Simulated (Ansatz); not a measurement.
`[F][Nb](=[S])([Cl])[Cl]` + H–F → `[F][Nb]([F])(=[S])[Cl]` + HCl at 298.15 K and 1 bar (ligand exchange at the Nb–Cl bond).

Gas-phase electronic energies from Ansatz, PBE0-D4/def2-TZVP geometries. CCSD(T)/CBS is the MP2 limit (def2-TZVPP, def2-QZVPP) plus CCSD(T) − MP2 in def2-TZVPP, frozen cores. This one scheme is used for every species. Elements past krypton have def2 core potentials. For Nb outer-core shells are correlated without core-valence functions, which leaves a few kJ/mol of doubt a bond.

```csv
species,CCSD(T)/CBS energy (Eh),H − E (kJ/mol),S (J/(mol·K))
`[F][Nb](=[S])([Cl])[Cl]`,-1474.27673,38.1,364.7
H–F,-100.39570,33.5,173.6
`[F][Nb]([F])(=[S])[Cl]`,-1114.29003,39.5,353.2
HCl,-460.38127,26.6,186.8
```

H − E and S are ideal-gas, rigid-rotor, harmonic terms from PBE0-D4/def2-TZVP. 1 Eh = 2625.50 kJ/mol, R = 8.31446 J/(mol·K).

**Question.** By hand: ΔE, ΔH, ΔS and ΔG.

**Answer.** ΔE = (-1114.29003) + (-460.38127) − (-1474.27673) − (-100.39570) = 0.00113 Eh = 3.0 kJ/mol. Δ(H − E) = 39.5 + 26.6 − 38.1 − 33.5 = -5.5, so ΔH = -2.5 kJ/mol. ΔS = 353.2 + 186.8 − 364.7 − 173.6 = 1.7 J/(mol·K). ΔG = -2.5 − 298.15 × (1.7)/1000 = -3.0 kJ/mol.

**Question.** By hand: the equilibrium constant, and the temperature at which ΔG would vanish if ΔH and ΔS stayed fixed.

**Answer.** log₁₀ K = −ΔG/(RT ln 10) = 0.5. ΔH and −TΔS have one sign here, so there is no such temperature. One of them is within its doubt of zero, so this could turn.

The number of gas molecules stays the same, so ΔS is small and ΔH decides. The sign of ΔG lies within the doubt. A doubt of 5 kJ/mol in ΔE shifts log₁₀ K by 0.9 here. These are equilibria of isolated gas molecules and say nothing of rates. Largest T1 diagnostic: 0.023 (customary marks: 0.02 for closed shells, 0.045 for open ones).
